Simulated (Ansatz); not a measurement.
Basis-set extrapolation for H₆O₃SSi₂ (`O[SiH2]S[SiH](O)O`) (PBE0-D4/def2-TZVP geometry, frozen core, the Gaussian-basis code of Ansatz). Multiplicity 1, RHF reference.

```json
{"": "HF", "def2-TZVPP": "-1203.845463", "def2-QZVPP": "-1203.886428"}
{"": "MP2 correlation", "def2-TZVPP": "-1.140043", "def2-QZVPP": "-1.235674"}
{"": "CCSD(T) correlation", "def2-TZVPP": "-1.226621", "def2-QZVPP": "not run"}
```

Energies in hartree. Use E(X) = E(∞) + A·exp(−7.88·√X) for Hartree–Fock and E(X) = E(∞) + B·X^(−2.97) for correlation, with X = 3 and 4, and add CCSD(T) minus MP2 of the smaller set to the MP2 limit.

Problem. What is the CCSD(T) energy at the basis-set limit?

Solution. HF limit: -1203.886428 + (-0.040965) × 0.13774 = -1203.89207. MP2 limit: -1.235674 + (-0.095631) × 0.74074 = -1.30651. Higher-order term: -1.226621 − (-1.140043) = -0.08658. Total: -1205.28516 hartree, 5.80 eV below CCSD(T)/def2-TZVPP.
